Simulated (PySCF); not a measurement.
**How exact exchange moves a shielding**

Molecule: SMILES F[C@@H]1C[C@@H]1O[SiH3], C$_{3}$H$_{7}$FOSi.

Structure with atom numbers: `[F:1][C@@H:2]1[CH2:3][C@@H:4]1[O:5][SiH3:6]`. Hydrogens are named by the atom that carries them. Ha(C3) is cis to F1 on the ring; Hb(C3) is trans to F1 on the ring.

GIAO shieldings (ppm, equivalent atoms averaged) in PySCF 2.14.0 with density-fitted response routines on the PBE0-D3(BJ)/def2-SVP geometry, basis pcSseg-1, gas phase, non-relativistic:

```tsv
functional	exact exchange (%)	σ(F1)	σ(C2)	σ(C4)	σ(C3)
BLYP	0	410.2	99.5	120.2	158.1
BP86	0	413.7	104.4	124.8	162.8
PBE	0	412.2	104.9	125.3	163.2
B3LYP	20	423.3	106.4	126.8	163.0
mPW1PW91	25	427.2	112.0	132.0	167.7
BHandHLYP	50	438.9	115.5	135.5	169.2
HF	100	459.0	129.9	149.0	179.0
```

**Question.** Fit each shielding as a line in the percentage of exact exchange.

**Answer.** σ(F1) = 413.1 + 0.48 x (rms 1.8 ppm); σ(C2) = 102.9 + 0.27 x (rms 2.0 ppm); σ(C4) = 123.4 + 0.25 x (rms 1.9 ppm); σ(C3) = 161.3 + 0.17 x (rms 1.9 ppm). The functionals also differ in their semilocal parts, which the line can't hold; Hartree–Fock has no correlation at all.

**Question.** What does the line predict for PBE0 (25 %), and what does the run give?

**Answer.** σ(F1): 425.1 predicted, 427.5 computed; σ(C2): 109.7 predicted, 112.9 computed; σ(C4): 129.7 predicted, 132.9 computed; σ(C3): 165.6 predicted, 168.7 computed ppm.
